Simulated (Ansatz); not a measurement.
Basis-set extrapolation for CH$_{6}$BNO (`CB(N)O`) (PBE0-D4/def2-TZVP geometry, frozen core, Ansatz). Multiplicity 1, RHF reference.

```tsv
	def2-TZVPP	def2-QZVPP
HF	-195.557539	-195.567204
MP2 correlation	-0.733461	-0.786397
CCSD(T) correlation	-0.790542	-0.838563
```

Energies in hartree. Use E(X) = E(∞) + A·exp(−7.88·√X) for Hartree–Fock and E(X) = E(∞) + B·X^(−2.97) for correlation, with X = 3 and 4.

Question: What is the CCSD(T) energy at the basis-set limit?

Answer: HF limit: -195.567204 + (-0.009665) × 0.13774 = -195.56854. Correlation limit: -0.838563 + (-0.048021) × 0.74074 = -0.87413. Total: -196.44267 hartree, 2.57 eV below CCSD(T)/def2-TZVPP.
